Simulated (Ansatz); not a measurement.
`O[SiH](Cl)[Si](O)(O)O` + NH₃ → `N[SiH](O)Cl` + `O[SiH](O)O`  (cleavage of the Si–Si bond)

Computed with Ansatz on PBE0-D4/def2-TZVP structures; ΔE is electronic, products minus reactants. CCSD(T)/CBS is the MP2 limit (def2-TZVPP, def2-QZVPP) plus CCSD(T) − MP2 in def2-TZVPP, frozen cores. This one scheme is used for every species. Functionals use def2-TZVPP. B3LYP here is the variant with VWN-RPA as its local correlation; programs differ in this. One conformer a species, not always the lowest.

Problem. Is it downhill or uphill in electronic energy at CCSD(T)/CBS, and by how much? (Best estimate.)

Solution. The calculation gave: Downhill: ΔE = -86.6 kJ/mol.

Problem. What do these levels give: PBE-D4, r2SCAN-D4, B3LYP, SCS-MP2/def2-QZVPP, HF/CBS(def2), CCSD/CBS(def2)? (Estimate.)

Solution. Computed: PBE-D4 -62.5, r2SCAN-D4 -82.0, B3LYP -87.3, SCS-MP2/def2-QZVPP -95.5, HF/CBS(def2) -109.2, CCSD/CBS(def2) -90.1 kJ/mol.

Largest T1 diagnostic among the species: 0.012.

The D4 term adds +9.5 kJ/mol with B3LYP and +5.9 kJ/mol with PBE0; it sums over pairs of atoms, weighted by their polarisabilities, and B3LYP, whose exchange is more repulsive, gets the larger term. In def2-TZVPP, CCSD(T) changes the Hartree–Fock value by +20.4 kJ/mol (the triples alone add +3.5 kJ/mol) and MP2 by +13.4 kJ/mol. From PBE to PBE0 (25 % exact exchange), in def2-TZVPP and without D4, ΔE moves by −9.2 kJ/mol.
